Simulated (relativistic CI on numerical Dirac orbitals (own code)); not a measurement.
## Mo2+: M2,3 absorption edge

Computed with this model: Dirac-Coulomb-Breit CI, separate exchange-only KLI orbitals for each configuration, model QED (radiative potential, 1s self-energy scaled to tabulated hydrogen-like ionisation energies), valence Slater integrals scaled by 0.8, multiplet model of core-to-valence dipole absorption; configurations [Kr] 4d4 → [Ne] 3s2 3p5 3d10 4s2 4p6 4d5; 300 K; Lorentzian 1.2 eV and Gaussian 0.4 eV FWHM. Energies are those of the free ion, without screening or charge transfer. The branching ratio is the share of the lower-energy edge in the whole absorption, uncertain by about 0.02 where the edges overlap. S is read from ⟨S²⟩ = S(S + 1).

Field parameters in Wybourne normalisation: D3d B²₀ = −7Dσ, B⁴₀ = −14Dq − 21Dτ, B⁴₃ = −14√(10/7) Dq. The field is a parameter set, without covalency.

Computed curve for D3d, 10Dq = 16750, Dσ = -1200, Dτ = -10 cm⁻¹, scaled to 100 at the maximum (points under 2 are left out and the grid is thinned):

(Energy (eV), Intensity): (392.50, 2.1), (392.75, 2.3), (393.25, 2.8), (393.50, 3.2), (393.75, 3.6), (394.25, 4.6), (394.50, 5.3), (394.75, 6.2), (395.25, 8.9), (395.50, 10.9), (395.75, 13.8), (396.25, 24.5), (396.50, 34.0), (396.75, 46.9), (397.25, 72.9), (397.50, 83.7), (397.75, 93.7), (398.00, 100.0), (398.50, 91.6), (398.75, 81.8), (399.00, 71.6), (399.50, 49.2), (399.75, 40.5), (400.00, 33.6), (400.50, 22.4), (400.75, 17.9), (401.00, 14.2), (401.50, 9.3), (401.75, 7.7), (402.00, 6.5), (402.50, 4.9), (402.75, 4.3), (403.00, 3.8), (403.50, 3.1), (403.75, 2.9), (404.00, 2.6), (404.50, 2.2), (404.75, 2.0), (412.75, 2.2), (413.25, 3.0), (413.50, 3.6), (413.75, 4.5), (414.25, 7.9), (414.50, 11.0), (414.75, 15.4), (415.00, 20.6), (415.50, 27.8), (415.75, 28.5), (416.00, 27.6), (416.50, 22.3), (416.75, 19.7), (417.00, 17.1), (417.50, 11.6), (417.75, 10.0), (418.00, 8.9), (418.50, 6.3), (418.75, 5.1), (419.00, 4.0), (419.50, 2.8), (419.75, 2.3)

The ground state has S = 1.05, and the centroid lies at 402.20 eV.
